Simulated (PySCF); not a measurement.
C6H6F3N (charge +1 and doublet state).
Z-matrix (Å and degrees, GFN2-xTB geometry), rows numbered from 1:
```
F 
C   1  1.3247
C   2  1.3652  1  117.54
F   3  1.2925  2  125.05  1    -2.09
F   3  1.3038  2  121.87  1   179.45
C   2  1.4710  1  117.55  3   177.94
C   6  1.5654  2  113.17  1   -78.82
N   7  1.2324  6  110.46  2   132.38
C   8  1.4054  7  118.29  6    -1.39
C   6  1.5507  2  114.23  1    36.08
H   6  1.0964  2  109.87  1   164.46
H   7  1.0756  6  123.44  2   -50.26
H   9  1.0943  8  109.17  7   112.57
H   9  1.0921  8  110.07  7  -129.18
H  10  1.0900  6  110.92  2   -17.74
H  10  1.0875  6  111.50  2   103.04
```

The hyperfine couplings belong to this conformer and change with its torsions.

The species is `F[C]([C+](F)F)[C@H]1C=NCC1` [radical] (charge +1).

Theory: UKS B3LYP, pcH-1 on C F H N, non-relativistic, mean-field spin-orbit, GIAO in PySCF 2.14.0. Geometry: GFN2-xTB, one conformer, isolated ion. Couplings are sensitive to structure, and on GFN2-xTB geometries they can be far from those on DFT ones, by a factor of two or more for some ions and for spin on atoms past the first row. The SCF solution wasn't tested for stability.

Task: Match the computed a_iso(19F) values +58.8, +55.2, +30.3 MHz with the sites F1; F4; F5.

Result: 
```tsv
site	a_iso (MHz)	ρ(0) (bohr⁻³)	position	distance from N8 (Å)	bound to	spin population there	largest |T| (MHz)
F1	+30.3	+0.0072	2 bonds from C3	3.83	C2	+0.13	149.5
F4	+58.8	+0.0140	1 bond from C3	5.67	C3	+0.24	238.5
F5	+55.2	+0.0131	1 bond from C3	4.90	C3	+0.24	220.5
```

Task: The isotropic 1H couplings are +52.2, +16.1, +10.2, +4.3, -4.2, +1.1 MHz. Assign them to H11; H12; H13; H14; H15; H16.

Result: 
```tsv
site	a_iso (MHz)	ρ(0) (bohr⁻³)	position	distance from N8 (Å)	bound to	spin population there	largest |T| (MHz)
H11	+10.2	+0.0023	3 bonds from C3	2.90	C6	+0.05	4.2
H12	+52.2	+0.0117	2 bonds from N8	2.06	C7	-0.02	7.0
H13	+4.3	+0.0010	2 bonds from N8	2.05	C9	+0.01	6.7
H14	+16.1	+0.0036	2 bonds from N8	2.05	C9	+0.01	7.7
H15	+1.1	+0.0002	3 bonds from N8	2.96	C10	+0.06	3.2
H16	-4.2	-0.0009	3 bonds from N8	3.18	C10	+0.06	4.1
```

ρ(0) is the spin density at the nucleus and T the dipolar tensor. The largest Mulliken spin populations are on N8 (+0.39), C3 (+0.24) and C2 (+0.13). Main spin sites, with 60 % or more of the largest population: C3, N8; positions count bonds from the nearest.

The spin density at the nucleus, in bohr⁻³, is negative for C7 (-0.0389) and C2 (-0.0050), for instance. A restricted open-shell determinant has no negative spin density anywhere; here it arises because α and β orbitals differ (spin polarisation).

F4 and F5 aren't averaged: C3 is flat or nearly so (angle sum 360°), and its turn about the short C3–C2 bond (1.37 Å) is taken as slow.

C2, the radical centre as drawn in `F[C]([C+](F)F)[C@H]1C=NCC1`, holds a spin population of +0.13 out of 1.
